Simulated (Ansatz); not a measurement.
[MnCl4]- (MnCl₄⁻): single points at one geometry.

```yaml
crystal:
  periodic: [false, false, false]
  atoms:
    - {symbol: Mn, position_ang: [-0.027105, 0.050251, 0.041123]}
    - {symbol: Cl, position_ang: [0.235399, -0.402118, 2.205129]}
    - {symbol: Cl, position_ang: [2.091587, 0.330221, -0.551349]}
    - {symbol: Cl, position_ang: [-0.972840, 1.676673, -1.149175]}
    - {symbol: Cl, position_ang: [-1.327032, -1.655037, -0.545739]}
basis:
  gaussian: {orbitals: def2-TZVPD, initial_orbitals: start.molden}
total_charge: -1
magnetization: {spin_polarized: true, initial_magnetization: 2}
hamiltonian: {xc: {name: wB97M-V}}
scf: {omitted_lower_state_checks: [starts]}
output: {orbitals: {seedname: orbitals}}
```

The file start.molden holds the orbitals of an earlier run on this structure, at another level or in another basis.

```sh
$ ansatz run in.yaml --threads 4 --pin off --events-out ev --progress --plain --max-ram 8704MiB
```

It prints (some lines left out):

```
Functional definition: wB97M-V
1586 factors; their error is unknown
300 factors; integrals over basis functions are off by at most 3.7e-5 eV
mean field evaluation 1: about -81415.0081 eV, gradient 1.1e1 eV
mean field evaluation 2: about -81415.1304 eV, gradient 2.5e-1 eV
mean field evaluation 4: about -81415.3021 eV, gradient 2.0e-2 eV
mean field evaluation 8: about -81415.3050 eV, gradient 1.5e0 eV
mean field evaluation 16: about -81415.3189 eV, gradient 1.8e-2 eV
mean field -81415.31900758 eV, -2991.9577882435 hartree, gradient 6.8e-6 eV, S^2 2.901120; 0 other end points of the search recorded, 0 dependent functions left out
reference -81415.31908402 eV, -2991.9577910525 hartree; 48, 46 occupied and 184, 186 virtual orbitals, 1586 factors
Total energy: -81415.31908402 eV, -2991.9577910525 hartree
Checks for a lower state left out: starts
```

It took 2.9 min on 4 threads of Arm Neoverse V1 on a shared host, peak host memory 2.2 GiB.

As the first input, with `hamiltonian: {xc: {name: LC-wPBE}}` (abridged; 63 s):

```
Functional definition: LC-wPBE
mean field evaluation 16: about -81400.8228 eV, gradient 4.5e-5 eV
mean field -81400.82275315 eV, -2991.4250607190 hartree, gradient 5.2e-6 eV, S^2 2.975018
Total energy: -81400.82275316 eV, -2991.4250607193 hartree
Checks for a lower state left out: starts
```

The first input with `correlation: {method: mp2}` and without the key `hamiltonian` (abridged; 26 s):

```
Functional definition: HF
mean field evaluation 16: about -81308.8128 eV, gradient 2.4e-5 eV
mean field -81308.81282377 eV, -2988.0437581808 hartree, gradient 2.0e-6 eV, S^2 3.013700
25 core orbitals not correlated: weight in the atoms' cores, before any rotation towards them, 1.000 or more for the frozen orbitals, at most 0.000 for the correlated occupied ones
second order -32.02986348 eV of doubles, -0.00000000 eV of singles
Total energy: -81340.84268725 eV, -2989.2208339531 hartree
Checks for a lower state left out: starts
```

As the first input, with `hamiltonian: {xc: pbe0, dispersion: d4}` (abridged; 45 s):

```
Functional definition: PBE0
mean field -81397.48171251 eV, -2991.3022797402 hartree, gradient 5.2e-6 eV, S^2 2.978227
Total energy: -81397.69514023 eV, -2991.3101230640 hartree
Checks for a lower state left out: starts
```

First input, but with `hamiltonian: {xc: r2scan, dispersion: d4}` (abridged; 43 s):

```
Functional definition: r2SCAN
mean field evaluation 16: about -81416.7975 eV, gradient 1.2e-5 eV
mean field -81416.79750145 eV, -2992.0121218907 hartree, gradient 6.7e-6 eV, S^2 2.956477
Total energy: -81416.85382769 eV, -2992.0141918419 hartree
Checks for a lower state left out: starts
```

First input, but with `hamiltonian: {xc: hf}` (abridged; 40 s):

```
Functional definition: HF
mean field evaluation 16: about -81308.8125 eV, gradient 3.2e-5 eV
mean field -81308.81252347 eV, -2988.0437471448 hartree, gradient 9.6e-6 eV, S^2 3.013698
Total energy: -81308.81252347 eV, -2988.0437471448 hartree
Checks for a lower state left out: starts
```

First input, but with `gaussian: {orbitals: def2-SVPD, initial_orbitals: start.molden}`, `hamiltonian: {xc: {text: "exchange = 0.85*pbe_x + 0.15*exact_x\ncorrelation = pbe_c"}}` (abridged; 13 s):

```
Functional definition: unnamed
mean field -81375.30221821 eV, -2990.4871983582 hartree, gradient 5.0e-6 eV, S^2 2.964039
Total energy: -81375.30225752 eV, -2990.4871998030 hartree
Checks for a lower state left out: starts
```

Geometry: PBE-D4/def2-SVPD.

LC-ωPBE has ω = 0.4 bohr⁻¹. Correlated methods freeze 25 core orbitals; core or outer-core shells of Mn are correlated, in sets that lack core-valence functions. At ωB97M-V/def2-TZVPD, LC-ωPBE/def2-TZVPD, MP2/def2-TZVPD, PBE0-D4/def2-TZVPD and others the charge -1 triplet is spin-contaminated (final ⟨S²⟩ up to 3.01, 2.00 for a pure state). At PBE0-D4/def2-TZVPD a quintet of charge -1 lies 1.48 eV below the triplet, each at its own geometry.
